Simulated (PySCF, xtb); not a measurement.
H2Te, SMILES [TeH2] (connectivity only; charge and spin as stated), charge +1, multiplicity 2. Atoms are numbered in the order given.

```xyz
3

Te     0.0000     0.0000    -0.0436
H      0.0000    -1.1866     1.1331
H      0.0000     1.1866     1.1331
```
Charge +1, spin multiplicity 2.

Geometry optimised at B3LYP-D3(BJ)/def2-TZVPD. The multiplicity is an assumed one; other spin states were not compared. The def2 effective core potentials stand for the cores of Te; spin–orbit coupling is left out.

Calculation: C-PCM-PBE0/def2-TZVPD (PySCF).

The values are the electrostatic part of the solvation free energy, E(continuum) − E(gas) at the gas-phase geometry, in a cavity of scaled van der Waals radii (PySCF's table); cavitation and dispersion terms are not included.

```tsv
solvent	ε	ΔG(elec) (kcal/mol)
water	78.36	-66.8
2-propanol	19.26	-64.2
benzene	2.27	(withheld)
```

**Question.** Complete the blanks. (The exact figures need the calculation; the answer reports its results.)

**Answer.** 
- benzene, ΔG(elec) (kcal/mol): -37.8

For comparison, GFN2-xTB/ALPB(water) (xtb, at the GFN2-xTB geometry, all terms of that model) gives -74.4 kcal/mol.
